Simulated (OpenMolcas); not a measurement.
Cu2+ among 6 point charges of -2.2 e arranged as a tetragonal octahedron (D4h). The axial distance is 1.17 times the equatorial one, R.

```
Program             : OpenMolcas
Method              : CASSCF
Basis               : ANO-RCC-VDZP [5s4p2d1f]
Scalar Hamiltonian  : DKH2, point nucleus
Active space        : 9 electrons in 5 orbitals (3d)
State averaging     : 2S+1 = 2 even, 5 roots
Spin-orbit coupling : state interaction with AMFI integrals over the reference wave functions
```

All point charges move together. At R = 1.93 Å the first state of the same spin is 3558 cm-1, and at R = 2.31 Å it is 2019 cm-1.

A third run gives 3285 cm-1. What distance was it run at?

With a power law R^-n the two known points give n = -ln(2019 / 3558) / ln(2.31 / 1.93) = 3.15. Then R = 1.93 × (3558 / 3285)^(1/3.15) = 1.980 Å. The run was at 2.07 Å, so the estimate is off by -0.090 Å.

The ground term spreads over less than 5000 cm-1, several times less than with real ligands, so orbital moments are less quenched and χT lies further from the spin-only value than at real sites (holds for R = 2.31). This is an electrostatic model: the charges have no orbitals. No measured value stands beside these numbers.
